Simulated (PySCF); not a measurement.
Gas-phase equilibrium of 1 mol SO₂, 9.2 mol O₂ at 2500 K and 10.0 bar, among 11 species (S₂O, SO₂, O₂, O, S₂, S₆, O₃, SO, S₈, S, SO₃). Only gases are allowed; each row takes one source of thermochemistry for all species, and Cantera finds the minimum.

Method: PySCF energies plus ideal-gas RRHO corrections (1 bar). † marks an energy on the PBE0/def2-TZVP geometry and frequencies. Open shells (unrestricted) among the columns below: O₂ (multiplicity 3), O (multiplicity 3, electronic degeneracy 9), S₂ (multiplicity 3), SO (multiplicity 3), S (multiplicity 3, electronic degeneracy 9); the rest are closed-shell singlets. Spin-orbit splitting is ignored; it lowers the true energy and changes the entropy of O, S. B3LYP is the form with VWN-RPA correlation. The harmonic model lacks anharmonicity and excited electronic states, which grow with temperature; levels with a mode under 35 cm⁻¹ are left out.

Molecules larger than those listed are left out.

With B3LYP/def2-TZVP† thermochemistry: O 0.0035, O₂ 0.90, SO₂ 0.096, S 1.2e-6, SO 0.0018, SO₃ 0.00022, S₂ 6.6e-9.

Task: How far does the composition move with the other sources (BLYP/def2-TZVP†, HF/def2-TZVP†, PBE/def2-TZVP†, ωB97X-V/def2-TZVP†)?

Result: 
```csv
thermochemistry,x O,x O₂,x SO₂,x S,x SO,x SO₃,x S₂
B3LYP/def2-TZVP†,0.0035,0.90,0.096,1.2e-6,0.0018,0.00022,6.6e-9
BLYP/def2-TZVP†,0.0011,0.90,0.096,6.5e-7,0.0016,0.00013,4.6e-9
HF/def2-TZVP†,0.95,0.00098,7.4e-5,0.037,0.0095,2.3e-9,0.00019
PBE/def2-TZVP†,0.00047,0.90,0.097,2.0e-7,0.00076,0.00042,2.2e-9
ωB97X-V/def2-TZVP†,0.0026,0.90,0.096,7.1e-7,0.0011,0.00043,3.8e-9
```
The most sensitive of these is S: it spans a factor of 10^5.3 over these rows; at this temperature one factor of ten is RT ln 10 = 48 kJ/mol.
